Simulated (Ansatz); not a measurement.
The cluster InSi₁₆. The state is a doublet with charge 0. Geometry PBE-D4/def2-SVP; atoms count from 1.

Cartesian coordinates in Å:
```
In 0.5526 -2.4211 0.5496
Si -3.3304 2.4121 -0.8139
Si -0.5368 -3.0406 -1.8084
Si 3.0864 -0.9671 -0.5099
Si -2.4832 0.2161 -0.0596
Si 1.4960 0.7328 -0.6599
Si -4.6635 0.9707 0.3320
Si 2.4205 0.1385 1.8578
Si 0.1819 0.7767 -2.9188
Si -0.3774 0.3093 1.0658
Si -1.0843 2.0032 -1.1163
Si -1.3693 -0.8477 -1.8873
Si 3.0289 -2.0975 1.7644
Si 1.1766 -1.3709 -2.1048
Si 0.4053 -1.0256 2.9591
Si 0.8341 1.6148 2.8797
Si 0.6625 2.5963 0.4705
```

In the def2 sets In takes a core potential; there is no spin–orbit coupling. Single mean-field runs in def2-TZVP are fitted with def2-universal-jkfit. The structure comes from a short search, and lower isomers may exist.

(1) Estimate the Mulliken populations from the PBE0/def2-TZVP orbitals of Ansatz.

(2) Where does the spin sit?

(3) And the Mayer bond orders between heavy atoms (over 0.3)?

Results:

(1) 
| atom | charge (e) | spin (α − β) |
| --- | --- | --- |
| In1 | 0.30 | 0.02 |
| Si2 | -0.09 | 0.04 |
| Si3 | -0.11 | 0.27 |
| Si4 | -0.07 | -0.01 |
| Si5 | -0.04 | 0.02 |
| Si6 | 0.07 | 0.10 |
| Si7 | -0.06 | 0.00 |
| Si8 | 0.07 | 0.08 |
| Si9 | -0.11 | 0.03 |
| Si10 | 0.03 | -0.01 |
| Si11 | 0.08 | 0.09 |
| Si12 | 0.08 | 0.10 |
| Si13 | -0.08 | 0.00 |
| Si14 | 0.00 | 0.20 |
| Si15 | -0.05 | 0.00 |
| Si16 | 0.00 | 0.03 |
| Si17 | 0.00 | 0.06 |
Mulliken values depend strongly on the basis.

(2) Summed by element: In 0.02, Si 0.98, of 1 unpaired in all. Largest on single atoms: Si3 0.27, Si14 0.20, Si6 0.10.

(3) In1–Si3 0.68 (2.67 Å); In1–Si10 0.32 (2.93 Å); In1–Si13 0.49 (2.78 Å); In1–Si15 0.45 (2.79 Å); Si2–Si5 0.69 (2.47 Å); Si2–Si7 1.43 (2.27 Å); Si2–Si11 0.97 (2.30 Å); Si3–Si12 0.95 (2.35 Å); Si3–Si14 0.86 (2.41 Å); Si4–Si6 0.82 (2.33 Å); Si4–Si8 0.40 (2.70 Å); Si4–Si13 0.72 (2.54 Å); Si4–Si14 0.68 (2.52 Å); Si5–Si7 0.97 (2.34 Å); Si5–Si10 0.69 (2.39 Å); Si5–Si11 0.57 (2.50 Å); Si5–Si12 0.77 (2.39 Å); Si6–Si9 0.53 (2.61 Å); Si6–Si10 0.52 (2.58 Å); Si6–Si14 0.42 (2.57 Å); Si6–Si17 0.81 (2.33 Å); Si8–Si13 0.97 (2.32 Å); Si8–Si15 0.59 (2.57 Å); Si8–Si16 0.84 (2.40 Å); Si9–Si11 0.68 (2.52 Å); Si9–Si12 0.78 (2.47 Å); Si9–Si14 0.66 (2.50 Å); Si10–Si15 0.69 (2.45 Å); Si10–Si16 0.54 (2.54 Å); Si10–Si17 0.49 (2.58 Å); Si11–Si17 0.77 (2.43 Å); Si12–Si14 0.41 (2.61 Å); Si15–Si16 0.48 (2.68 Å); Si16–Si17 0.61 (2.61 Å).
